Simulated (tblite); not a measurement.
C7H15P.
Structure used (GFN2-xTB), in Å, numbered top down from 1:
```xyz
23
C7H15P angstrom
C     -3.5259    0.5165    0.2206
C     -2.2612   -0.1877   -0.2528
C     -1.1730   -0.1863    0.8161
C      0.0927   -0.8999    0.3530
P      0.8576   -0.0950   -1.1498
C      1.8351    1.2579   -0.2818
C      3.0268    0.3248   -0.0236
C      2.5869   -0.8105   -0.9594
H     -3.9344    0.0193    1.0982
H     -4.2834    0.5117   -0.5596
H     -3.3109    1.5500    0.4833
H     -1.8752    0.3111   -1.1462
H     -2.4965   -1.2185   -0.5268
H     -0.9335    0.8475    1.0795
H     -1.5500   -0.6766    1.7186
H     -0.1483   -1.9289    0.0683
H      0.8250   -0.9329    1.1635
H      1.3693    1.6901    0.6028
H      2.0754    2.0627   -0.9768
H      3.0672   -0.0006    1.0155
H      3.9957    0.7585   -0.2737
H      2.6387   -1.8175   -0.5470
H      3.1170   -0.7960   -1.9118
```

Level: GFN2-xTB in tblite, geometry and Hessian alike; calculated harmonic values, unscaled, isolated species. This tight-binding method is rough: wavenumbers can miss measured ones by several per cent, in bad cases by 10 to 20. One conformer, not necessarily the lowest.

Harmonic wavenumbers (cm⁻¹): 35.1, 64.4, 90.1, 132.0, 168.3, 218.5, 231.3, 282.0, 293.8, 469.8, 553.2, 658.9, 688.1, 729.5, 745.3, 769.9, 800.1, 824.3, 904.9, 908.2, 936.7, 989.5, 1005.4, 1046.4, 1048.7, 1054.0, 1090.4, 1120.9, 1157.5, 1165.6, 1187.6, 1198.9, 1211.2, 1222.8, 1265.1, 1279.4, 1283.0, 1302.5, 1368.3, 1415.9, 1436.2, 1444.7, 1449.2, 1490.5, 1492.1, 1498.4, 1504.8, 1506.8, 2936.1, 2941.5, 2948.8, 2959.5, 2964.1, 2966.2, 2977.1, 2978.7, 2983.1, 2990.0, 2990.9, 3000.1, 3027.0, 3033.1, 3038.9.

A = 4198, B = 779.9, C = 767.5 MHz; mass 130.091 u (most abundant isotopes); point group C1, symmetry number 1.

Q: Zero-point energy?

A: ½Σν̃ = 44738 cm⁻¹ = 127.91 kcal/mol.

Q: What is S at 200 K and 1 bar for an ideal gas of classical rigid rotors and harmonic oscillators?

A: Translation 38.54, rotation 28.05, vibration 20.32: S = 86.9 cal/(mol K).

Q: And Cp and H(200 K) − H(0)?

A: Cp = 27.89 cal/(mol K), of which vibrations give 19.94 (their classical limit is 63 R = 125.2); H(200 K) − H(0) = 3.71 kcal/mol without the zero-point energy, 2.12 from vibrations.

Q: What must be added to the electronic energy to get the Gibbs energy at 200 K and 1 bar?

A: ZPE + [H(200 K) − H(0)] − T·S = 127.91 + 3.71 − 17.38 = 114.24 kcal/mol.

Q: Blend soft modes into free rotors: weight 1/[1 + (100 cm⁻¹/ν̃)⁴] for the oscillator and the rest for a rotor with moment μB/(μ + B), μ = h/(8π²ν), B = 10⁻⁴⁴ kg m². What vibrational entropy results?

A: 18.45 cal/(mol K) in place of 20.32, which changes −T·S at 200 K by +0.37 kcal/mol.

Q: Which modes carry the vibrational entropy at 200 K?

A: 35.1 cm⁻¹: 4.73; 64.4 cm⁻¹: 3.53; 90.1 cm⁻¹: 2.88; 132.0 cm⁻¹: 2.16; 168.3 cm⁻¹: 1.72; 218.5 cm⁻¹: 1.28 cal/(mol K); the other 57 give 4.01 together.

Q: How do the functions run with temperature in this model?

A: 
```tsv
T (K)	S (cal/(mol K))	Cp (cal/(mol K))	H − H(0) (kcal/mol)	G − H(0) (kcal/mol)	ln q(vib)
50	59.6	13.8	0.52	-2.45	0.74
100	70.9	19.3	1.36	-5.73	2.12
298.15	100.0	38.8	6.97	-22.85	7.46
373.15	109.7	48.0	10.23	-30.72	9.42
500	125.8	62.1	17.24	-45.66	12.78
750	155.1	82.4	35.50	-80.85	19.45
1000	180.8	95.9	57.90	-122.92	25.91
```

q(vib) and H(0) count from the zero-point level.

Hindered rotation and anharmonicity are outside this model. Other conformers, if any are populated, would add a mixing term that is left out. The structure is chiral; the term R ln 2 for an equal mix with its mirror image is left out.

On an Arm Neoverse N1 with one thread (shared host), this took 1.6 s wall. This covers the Hessian and the dipole derivatives.
